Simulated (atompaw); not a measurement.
Before and after: PAW (atompaw) potential for terbium (Tb)

atompaw 4.2.0.5 input, output lines left out:

```
Tb 65
GGA-PBE scalarrelativistic loggrid 2001 logderivrange -8 5 326
6 6 5 4 0 0
6 0 0
6 1 0
5 2 0
4 3 8
0 0 0
c
c
c
c
v
v
c
c
c
v
v
c
c
v
v
3
2.85 2.30 2.70 2.70
n
n
y
-1.45
n
y
-1.2
n
custom rrkj gramschmidtortho sinc
4 -0.5 troulliermartins
2.00
2.85
2.15
2.85
2.85
2.85
1.30
1.30
```

All-electron outer shells of the reference configuration (PBE, scalar-relativistic, ld1.x):

```tsv
shell	level (eV)	outermost node (bohr)	outermost maximum (bohr)
4p	-312.87	0.28	0.53
4d	-179.20	0.26	0.55
5s	-76.49	0.64	1.18
5p	-52.74	0.69	1.32
4f	-34.22	–	0.55
5d	-24.78	0.77	1.78
6s	-22.82	1.53	2.86
6p	-17.30	1.79	3.36
```

Change: all radii scaled by about 0.96 (s 1.92, p 2.06, d 2.74, f 1.24 bohr); local potential troulliermartins scheme with l = 4 at -0.5 Ry, radius 2.60 bohr; augmentation sinc compensation charge, radius 2.20 bohr; PAW radius 2.74 bohr; waves and projectors: custom rrkj gramschmidtortho; core correction smooth core density matched at 2.60 bohr.

Cutoffs: the cutoffs (Ry, on a coarse ladder) from which the occupation-weighted sum of valence levels, in a spherical-Bessel basis at the reference potential, stays within 10 and 1 mRy of its value at 400 Ry; they do not see the model core or the augmentation charge, which bear on the density cutoff.

Question: What does the change do?

Answer: The potential gets harder (110 Ry and 180 Ry → 120 Ry and 200 Ry); neither file shows a bound ghost. A smaller radius makes the pseudo-wave follow the all-electron one further in, where it bends more sharply, so more plane waves are needed.

```csv
quantity,base,changed
"cutoff, loose",110 Ry,120 Ry
"cutoff, tight",180 Ry,200 Ry
bound ghosts,none,none
lowest overlap eigenvalue by channel,"s 0.34, p 0.51, d 0.93, f 1.00","s 0.35, p 0.50, d 0.91, f 1.00"
```

 The cutoffs see the waves, projectors and local potential, not the compensation charge or the core.
